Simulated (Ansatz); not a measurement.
Al₈As₇H₂₂⁻, a nanocrystal cut from wurtzite AlAs (hydrogen-capped). Total charge -1; singlet. Geometry PBE-D4/def2-SVP.

```tsv
atom	x (Å)	y (Å)	z (Å)
As1	-3.059	0.740	2.927
Al2	-1.085	1.760	4.192
Al3	-2.819	-0.371	0.676
As4	-1.266	1.115	-0.579
As5	0.638	0.599	2.806
Al6	0.797	1.846	0.669
Al7	-0.869	0.040	-2.789
As8	0.797	1.552	-3.928
As9	2.646	1.027	-0.765
Al10	2.792	2.588	-2.709
As11	-1.376	-2.311	1.160
Al12	0.408	-1.909	2.905
Al13	-0.926	-3.610	-0.950
As14	0.493	-1.917	-2.158
Al15	2.864	-1.386	-1.461
H16	-4.211	1.742	2.852
H17	-3.779	-0.288	3.798
H18	-1.194	3.337	3.877
H19	-1.158	1.235	5.711
H20	-4.247	-0.599	-0.016
H21	-2.061	2.386	-0.875
H22	1.963	0.932	3.493
H23	0.794	3.439	0.858
H24	-2.180	-0.164	-3.688
H25	0.030	2.631	-4.694
H26	1.265	0.769	-5.153
H27	3.890	1.343	0.068
H28	2.301	4.083	-2.360
H29	4.094	2.361	-3.628
H30	-2.381	-3.198	1.898
H31	-0.279	-2.251	4.324
H32	1.784	-2.607	2.473
H33	-2.318	-3.762	-1.752
H34	-0.057	-4.921	-0.616
H35	0.678	-2.552	-3.538
H36	3.297	-2.286	-0.208
H37	3.733	-1.394	-2.820
```

Single mean-field runs in def2-SVP, def2-TZVP are fitted with def2-universal-jkfit.

Question: Estimate the orbital energies around the gap (eV) in Ansatz with revPBE-D4/def2-TZVP, BLYP-D4/def2-TZVP, r2SCAN-D4/def2-TZVP, B97M-V/def2-TZVP, PBE0-D4/def2-SVP.

Answer: 
| orbital | revPBE-D4/def2-TZVP | BLYP-D4/def2-TZVP | r2SCAN-D4/def2-TZVP | B97M-V/def2-TZVP | PBE0-D4/def2-SVP |
| --- | --- | --- | --- | --- | --- |
| HOMO−13 | -4.48 | -4.38 | -4.83 | -4.94 | -5.69 |
| HOMO−12 | -4.47 | -4.36 | -4.81 | -4.94 | -5.63 |
| HOMO−11 | -4.39 | -4.29 | -4.74 | -4.85 | -5.57 |
| HOMO−10 | -4.28 | -4.17 | -4.63 | -4.74 | -5.44 |
| HOMO−9 | -4.09 | -3.99 | -4.43 | -4.56 | -5.23 |
| HOMO−8 | -4.08 | -3.96 | -4.41 | -4.54 | -5.19 |
| HOMO−7 | -4.02 | -3.93 | -4.35 | -4.50 | -5.13 |
| HOMO−6 | -4.02 | -3.90 | -4.35 | -4.49 | -5.11 |
| HOMO−5 | -3.81 | -3.70 | -4.13 | -4.27 | -4.88 |
| HOMO−4 | -3.75 | -3.62 | -4.06 | -4.21 | -4.80 |
| HOMO−3 | -3.61 | -3.51 | -3.92 | -4.08 | -4.68 |
| HOMO−2 | -3.59 | -3.47 | -3.90 | -4.05 | -4.62 |
| HOMO−1 | -3.49 | -3.38 | -3.79 | -3.97 | -4.52 |
| HOMO | -3.30 | -3.19 | -3.59 | -3.77 | -4.30 |
| LUMO | 0.61 | 0.71 | 0.67 | 0.45 | 1.33 |
| LUMO+1 | 0.70 | 0.78 | 0.76 | 0.57 | 1.44 |
| LUMO+2 | 0.90 | 1.01 | 0.99 | 0.84 | 1.66 |
| LUMO+3 | 0.95 | 1.02 | 1.10 | 0.88 | 1.71 |
| LUMO+4 | 1.06 | 1.14 | 1.19 | 0.97 | 1.84 |
| LUMO+5 | 1.27 | 1.39 | 1.34 | 1.20 | 1.96 |
